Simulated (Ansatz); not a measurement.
Question: Name a neutral molecule of F, In, O and H with HOMO–LUMO gap (B3LYP/def2-TZVPP) between 7.20 and 7.50 eV and ideal-gas entropy at 298 K and 1 bar (rigid rotor, harmonic PBE0-D4/def2-TZVP) between 379 and 395 J/(mol·K) (Ansatz, PBE0-D4/def2-TZVP geometry).

Answer: `[OH2+][In-]([F])([F])[F]` (7.48 eV, 384 J/(mol·K)). Other molecules can fit too; these were computed, each in one conformer that needn't be the lowest.

B3LYP here is the variant with VWN-RPA as its local correlation; programs differ in this.
